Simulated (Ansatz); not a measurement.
`C[O][Al]([NH2])[NH2]` + H–F → `[NH2][Al]([NH2])[F]` + CH₃OH  (ligand exchange at the Al–O bond)

Gas-phase electronic energies from Ansatz, PBE0-D4/def2-TZVP geometries. CBS: MP2 limit from def2 TZ/QZ plus the TZ coupled-cluster correction, frozen cores. This one scheme is used for every species. Functionals use def2-TZVPP. One conformer a species, not always the lowest.

```
           level  ΔE (kJ/mol)
         r2SCAN0        -62.3
CCSD(T)/def2-SVP        -64.9
```

Problem. What does CCSD(T)/CBS give? (Best estimate.)

Solution. Computed: -58.9 kJ/mol. The listed levels differ from it by -3.4, -6.0 kJ/mol.

Largest T1 diagnostic among the species: 0.010.

At CCSD(T), def2-SVP lies −6.0 kJ/mol from the extrapolated value and def2-TZVPP +0.0 kJ/mol. The D4 term adds +6.7 kJ/mol with B3LYP and +4.0 kJ/mol with PBE0; it sums over pairs of atoms, weighted by their polarisabilities, and B3LYP, whose exchange is more repulsive, gets the larger term.

B3LYP here is the variant with VWN-RPA as its local correlation; programs differ in this.
